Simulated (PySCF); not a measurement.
## Static response to an electric field

Compound: C4H7FO2.
SMILES with atom numbers: `[CH3:1][O:2][C@@H:3]1[CH2:4][C@@H:5]([F:6])[O:7]1` (hydrogens: H8, H9, H10 on C1; H11 on C3; H12, H13 on C4; H14 on C5)

Cartesian coordinates in Å at the GFN2-xTB level; atoms count from 1:
```xyz
14
C4H7FO2 angstrom
C      2.1715   -0.1913   -0.6815
O      1.0531   -0.7331   -0.0002
C      0.1204    0.2044    0.3684
C     -1.1565   -0.4233    0.9405
C     -1.8329    0.2453   -0.2551
F     -2.6843    1.2532    0.1081
O     -0.6253    0.7523   -0.7391
H      2.7068    0.5192   -0.0423
H      1.8560    0.3132   -1.5977
H      2.8150   -1.0342   -0.9202
H      0.5738    1.0209    0.9539
H     -1.4767   -0.0495    1.9073
H     -1.1439   -1.5075    0.9162
H     -2.3778   -0.3702   -0.9806
```

Level: CAM-B3LYP/def2-SVPD (PySCF), static field, nuclei fixed, core orbitals frozen in the response. The polarisability tensor in these axes (au):

```
x   66.11 -1.89 -2.55
y   -1.89 50.64 -0.21
z   -2.55 -0.21 51.49
```

Question: Give the principal values, the mean and the anisotropy Δα = √{½[(α1 − α2)² + (α2 − α3)² + (α1 − α3)²]}.

Answer: Principal values 50.14, 51.35 and 66.75 au; mean 56.08 au = 8.31 Å³ = 9.25 × 10⁻⁴⁰ C²·m²/J; Δα = 16.03 au (29 % of the mean).

Question: What is the dipole moment, and where does it point?

Answer: (1.48, -1.21, 0.77) D, 2.06 D in size, pointing from the negative to the positive side. Measured along this direction, the outermost atoms are F6 at the negative end and H10 at the positive end.

Question: Along which axes do the principal values lie, and how far do the nuclei extend along each?

Answer: Largest value along (0.98, -0.11, -0.16), where the nuclei span 5.82 Å; middle along (0.09, -0.49, 0.87), 2.93 Å; least along (0.18, 0.87, 0.47), 2.63 Å. The response follows the extents in order.

Question: What would n − 1 = 2πNα be for an ideal gas of these molecules at 400 K and 1 atm, electronic part alone?

Answer: N = p/kT = 1.8347 × 10¹⁹ cm⁻³, so n − 1 = 2π × N × 8.31 × 10⁻²⁴ cm³ = 958 × 10⁻⁶ at long wavelengths.

Question: Find the Langevin capture rate constant for O2+ (31.990 u) meeting this molecule (106.043 u), k = 2.342 × 10⁻⁹ cm³/s × √(α in Å³ / reduced mass in u).

Answer: The reduced mass is 24.58 u, so k = 1.36 × 10⁻⁹ cm³/s. The formula leaves out the permanent dipole, which adds to the capture rate.

Geometry: GFN2-xTB, one conformer, isolated molecule.
